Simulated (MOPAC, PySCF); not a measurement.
C$_{2}$H$_{11}$N$_{3}$Si, SMILES `CC[Si](N)(N)N`, neutral singlet in the gas phase. 

Cartesian coordinates (Å):
```xyz
17

C      0.3417     0.9229     1.9525
C      0.6036    -0.3247     1.0970
Si    -0.1003    -0.2479    -0.6513
N      0.5593     1.1511    -1.4377
N      0.3440    -1.5472    -1.7182
N     -1.8260    -0.2384    -0.4358
H      0.7354     0.8183     2.9773
H     -0.7366     1.1376     2.0279
H      0.8198     1.8140     1.5124
H      0.1878    -1.2203     1.5956
H      1.6891    -0.5103     1.0135
H      0.4613     2.0611    -0.9975
H      0.4356     1.2311    -2.4430
H      1.3152    -1.6715    -1.9894
H     -0.1242    -2.4430    -1.6273
H     -2.2494    -0.7119     0.3555
H     -2.4562    -0.2210    -1.2315
```
Charge 0, multiplicity 1.

All levels are single points at this geometry (B3LYP-D3(BJ)/def2-SVP); Pople sets use spherical d functions. Orbital energies aren't observables, and empty levels follow the basis.

B3LYP-D3(BJ)/def2-TZVP in PySCF gives gap (eV) = 7.07.

Q: Estimate the gap (eV) from each of these levels: B3LYP/3-21G in PySCF; B3LYP/6-311+G** in PySCF; B3LYP/6-31G* in PySCF; B3LYP/LANL2DZ in PySCF; BP86/6-31G* in PySCF; M06-2X/6-31G* in PySCF; PBE/6-31G* in PySCF; HF/3-21G in PySCF; HF/STO-3G in PySCF; AM1 in MOPAC; PM3 in MOPAC; PM7 in MOPAC.

A: 
| level | gap (eV) |
|---|---|
| B3LYP/3-21G in PySCF | 8.16 |
| B3LYP/6-311+G** in PySCF | 6.35 |
| B3LYP/6-31G* in PySCF | 7.90 |
| B3LYP/LANL2DZ in PySCF | 8.38 |
| BP86/6-31G* in PySCF | 6.16 |
| M06-2X/6-31G* in PySCF | 10.78 |
| PBE/6-31G* in PySCF | 6.05 |
| HF/3-21G in PySCF | 16.43 |
| HF/STO-3G in PySCF | 21.21 |
| AM1 in MOPAC | 11.61 |
| PM3 in MOPAC | 9.58 |
| PM7 in MOPAC | 10.59 |
